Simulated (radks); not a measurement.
All-electron atom: Tm13+ in [Kr] 4d9.75 4f9 5s1 6s0.25 (fractional occupations, a model configuration).

All-electron calculation, non-relativistic Kohn-Sham, PBE, spin-polarised, spherical densities, point nucleus; open shells are filled with parallel spins first (spin-orbit coupling, left out, can overturn this in heavy ions); relativity is left out, which matters for an element this heavy. Program: a radial shooting solver on a logarithmic mesh with Libxc functionals.

Energy parts (hartree):
| part | energy |
|---|---|
| total | -12887.4723 |
| kinetic | 12884.3565 |
| electron-nucleus | -30105.7574 |
| Hartree | 4596.9854 |
| exchange-correlation | -263.0569 |

Orbitals (lengths in bohr, moments of r in powers of bohr; <r^-3> diverges for s and p1/2):
[
 {"orbital": "1s up", "occ.": "1", "eigenvalue (hartree)": "-2034.281", "<r^-3>": "-", "<1/r>": "68.46", "<r^2>": "0.0006450", "<r^4>": "1.049e-06"},
 {"orbital": "1s down", "occ.": "1", "eigenvalue (hartree)": "-2034.276", "<r^-3>": "-", "<1/r>": "68.46", "<r^2>": "0.0006450", "<r^4>": "1.049e-06"},
 {"orbital": "2s up", "occ.": "1", "eigenvalue (hartree)": "-337.3982", "<r^-3>": "-", "<1/r>": "15.99", "<r^2>": "0.01017", "<r^4>": "0.0001739"},
 {"orbital": "2s down", "occ.": "1", "eigenvalue (hartree)": "-337.3831", "<r^-3>": "-", "<1/r>": "15.99", "<r^2>": "0.01017", "<r^4>": "0.0001739"},
 {"orbital": "2p up", "occ.": "3", "eigenvalue (hartree)": "-322.7336", "<r^-3>": "11370", "<1/r>": "16.02", "<r^2>": "0.007541", "<r^4>": "0.0001101"},
 {"orbital": "2p down", "occ.": "3", "eigenvalue (hartree)": "-322.7221", "<r^-3>": "11370", "<1/r>": "16.02", "<r^2>": "0.007540", "<r^4>": "0.0001101"},
 {"orbital": "3s up", "occ.": "1", "eigenvalue (hartree)": "-83.08971", "<r^-3>": "-", "<1/r>": "6.094", "<r^2>": "0.06470", "<r^4>": "0.006248"},
 {"orbital": "3s down", "occ.": "1", "eigenvalue (hartree)": "-82.94796", "<r^-3>": "-", "<1/r>": "6.101", "<r^2>": "0.06459", "<r^4>": "0.006225"},
 {"orbital": "3p up", "occ.": "3", "eigenvalue (hartree)": "-76.41916", "<r^-3>": "2377", "<1/r>": "6.039", "<r^2>": "0.06017", "<r^4>": "0.005641"},
 {"orbital": "3p down", "occ.": "3", "eigenvalue (hartree)": "-76.28978", "<r^-3>": "2383", "<1/r>": "6.046", "<r^2>": "0.06005", "<r^4>": "0.005617"},
 {"orbital": "3d up", "occ.": "5", "eigenvalue (hartree)": "-63.98576", "<r^-3>": "413.4", "<1/r>": "5.951", "<r^2>": "0.04737", "<r^4>": "0.003941"},
 {"orbital": "3d down", "occ.": "5", "eigenvalue (hartree)": "-63.88988", "<r^-3>": "414.4", "<1/r>": "5.957", "<r^2>": "0.04724", "<r^4>": "0.003918"},
 {"orbital": "4s up", "occ.": "1", "eigenvalue (hartree)": "-23.77671", "<r^-3>": "-", "<1/r>": "2.642", "<r^2>": "0.3152", "<r^4>": "0.1427"},
 {"orbital": "4s down", "occ.": "1", "eigenvalue (hartree)": "-23.54486", "<r^-3>": "-", "<1/r>": "2.639", "<r^2>": "0.3155", "<r^4>": "0.1429"},
 {"orbital": "4p up", "occ.": "3", "eigenvalue (hartree)": "-21.06020", "<r^-3>": "547.8", "<1/r>": "2.555", "<r^2>": "0.3274", "<r^4>": "0.1576"},
 {"orbital": "4p down", "occ.": "3", "eigenvalue (hartree)": "-20.82850", "<r^-3>": "545.6", "<1/r>": "2.551", "<r^2>": "0.3278", "<r^4>": "0.1579"},
 {"orbital": "4d up", "occ.": "5", "eigenvalue (hartree)": "-16.15092", "<r^-3>": "82.91", "<1/r>": "2.371", "<r^2>": "0.3548", "<r^4>": "0.1970"},
 {"orbital": "4d down", "occ.": "4.75", "eigenvalue (hartree)": "-15.91782", "<r^-3>": "82.51", "<1/r>": "2.367", "<r^2>": "0.3555", "<r^4>": "0.1980"},
 {"orbital": "4f up", "occ.": "7", "eigenvalue (hartree)": "-9.84830", "<r^-3>": "16.20", "<1/r>": "2.027", "<r^2>": "0.4269", "<r^4>": "0.3402"},
 {"orbital": "5s up", "occ.": "1", "eigenvalue (hartree)": "-9.67046", "<r^-3>": "-", "<1/r>": "1.221", "<r^2>": "1.341", "<r^4>": "2.460"},
 {"orbital": "4f down", "occ.": "2", "eigenvalue (hartree)": "-9.60911", "<r^-3>": "16.13", "<1/r>": "2.022", "<r^2>": "0.4309", "<r^4>": "0.3483"},
 {"orbital": "5s down", "occ.": "0", "eigenvalue (hartree)": "-9.49103", "<r^-3>": "-", "<1/r>": "1.213", "<r^2>": "1.354", "<r^4>": "2.506"},
 {"orbital": "5p up", "occ.": "0", "eigenvalue (hartree)": "-8.69816", "<r^-3>": "132.5", "<1/r>": "1.157", "<r^2>": "1.480", "<r^4>": "3.020"},
 {"orbital": "5p down", "occ.": "0", "eigenvalue (hartree)": "-8.52627", "<r^-3>": "129.8", "<1/r>": "1.148", "<r^2>": "1.495", "<r^4>": "3.078"},
 {"orbital": "5d up", "occ.": "0", "eigenvalue (hartree)": "-7.03286", "<r^-3>": "18.66", "<1/r>": "1.032", "<r^2>": "1.833", "<r^4>": "4.707"},
 {"orbital": "5d down", "occ.": "0", "eigenvalue (hartree)": "-6.87450", "<r^-3>": "18.26", "<1/r>": "1.023", "<r^2>": "1.853", "<r^4>": "4.799"},
 {"orbital": "6s up", "occ.": "0.25", "eigenvalue (hartree)": "-5.34563", "<r^-3>": "-", "<1/r>": "0.7072", "<r^2>": "4.057", "<r^4>": "21.84"},
 {"orbital": "6s down", "occ.": "0", "eigenvalue (hartree)": "-5.20066", "<r^-3>": "-", "<1/r>": "0.7059", "<r^2>": "4.086", "<r^4>": "22.21"}
]

The highest occupied level is 6s up at -145.46 eV. The configuration is held as typed, so some empty levels lie below it. Summed over all electrons, <r^2> = 13.29 bohr^2, which gives a Langevin (diamagnetic) susceptibility term of -10.5 x 10^-6 cm^3/mol. The spin density at the nucleus is 159.6 e/bohr^3 (1s 0.4, 2s -0.6, 3s -5.6, 4s 2.2, 5s 148.3, 6s 14.8). Virial ratio -V/T = 2.00024. The density falls to 0.001 e/bohr^3 at r = 2.60 bohr. The electron density at the nucleus is 2.346e+05 e/bohr^3. Spin moment in Bohr magnetons: 6.5.
